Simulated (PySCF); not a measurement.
## Spin–spin coupling constants

Bonds (- single, = double, # triple, : aromatic): B1-N2 1.427 Å, N2-B3 1.427 Å, B3-N4 1.427 Å, N4-B5 1.427 Å, B5-N6 1.427 Å, N6-B1 1.427 Å. B1 carries H7; N2 carries H8; B3 carries H9; N4 carries H10; B5 carries H11; N6 carries H12.

Indirect spin–spin couplings were computed at B3LYP/pcJ-1 (spin–dipole term only in couplings to heteroatoms) (PySCF 2.14) on a PBE0-D3(BJ)/def2-SVP structure, for the isolated molecule, without vibrational or relativistic corrections. Couplings are averaged over pairs made equivalent by symmetry, fast rotation or ring inversion, so a value needn't be that of the named pair in this geometry, while other rotamers aren't included; one pair stands for each set, and the list holds those of at least 1.5 Hz over up to four bonds.

Isotopes: $^{11}$B, $^{1}$H, $^{15}$N.

| pair | bonds | J (Hz) |
| --- | --- | --- |
| B1, N2 | 1 | -25.8 |
| B1, H7 | 1 | 147.5 |
| N2, H8 | 1 | ? |
| N2, H7 | 2 | -4.6 |
| B1, N4 | 3 | -2.6 |
| B1, H9 | 3 | ? |
| N2, H10 | 3 | -4.0 |
| H7, H8 | 3 | 5.3 |
| H8, H10 | 4 | ? |

Q: Estimate the withheld couplings, with signs.

A: 
- $^{1}J$(N2,H8) = -82.6 Hz (bond length 1.011 Å)
- $^{3}J$(B1,H9) = 4.0 Hz
- $^{4}J$(H8,H10) = 2.0 Hz
